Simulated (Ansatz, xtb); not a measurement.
**Relative energy of two structures of B2BrGeH**

We compare I, a singlet given by its coordinates, with II, `Br[B]1[BH][Ge]1`, a singlet. Both are isolated molecules in the gas phase, relaxed with PBE0-D3(BJ)/def2-SVP.

I (Å):

```xyz
5

B     0.0813    1.2081   -0.4437
B    -1.0602    0.2458   -0.5094
Br   -1.8520   -1.4552   -0.3126
Ge    0.8642   -0.5782    0.1764
H     0.8755    2.1039   -0.4517
```

Close contacts (Å): B1–B2 1.49, B1–Ge4 2.05, B2–Br3 1.89, B2–Ge4 2.20, Br3–Ge4 2.90, B1–H5 1.20.

II (Å):

```csv
atom,x (Å),y (Å),z (Å)
B,0.5170,-0.8622,0.8252
B,-0.0085,0.2634,-0.4713
Br,-0.4920,-2.1992,1.6350
Ge,1.7808,0.4307,0.1708
H,-1.0946,0.2917,-0.9835
```

**Question.** Estimate E(II) − E(I) at the level CCSD(T)/def2-TZVP.

**Answer.** Too close to call at this level: CCSD(T)/def2-TZVP gives E(II) − E(I) = −0.32 kcal/mol.

The same difference at several levels:

```
               level              geometry  E(II) − E(I) (kcal/mol)  departure from the last row (kcal/mol)  job, with rough time for the two
            GFN2-xTB              GFN2-xTB                    +16.21                                  +16.53              optimisation, 0.21 s
           HF/STO-3G              GFN2-xTB                    −15.46                                  −15.13              single point, 0.48 s
  r2SCAN-D4/def2-SVP              GFN2-xTB                     −0.23                                   +0.09               single point, 1.6 s
PBE0-D3(BJ)/def2-SVP  PBE0-D3(BJ)/def2-SVP                     +1.47                                   +1.80                optimisation, 17 s
        HF/def2-TZVP  PBE0-D3(BJ)/def2-SVP                     +5.47                                   +5.79           part of the CCSD(T) run
       MP2/def2-TZVP  PBE0-D3(BJ)/def2-SVP                     −3.03                                   −2.70           part of the CCSD(T) run
   CCSD(T)/def2-TZVP  PBE0-D3(BJ)/def2-SVP                     −0.32                                                        single point, 46 s
```

The largest departure from CCSD(T)/def2-TZVP is that of GFN2-xTB, 16.53 kcal/mol.

With harmonic frequencies from PBE0-D3(BJ)/def2-SVP (ideal gas, rigid rotor, one conformer each, 298.15 K, 1 atm): the zero-point term adds +0.12 kcal/mol; ΔH is −0.39 and ΔG +0.03 kcal/mol.

The correlated steps freeze 20 core orbitals; the filled d shell of Br and Ge is correlated, in a basis made for valence electrons. Programs: Ansatz 0.2.0, xtb 6.7.1; the last row on 2 threads of Intel(R) Xeon(R) 6975P-C (Granite Rapids) on a shared host.
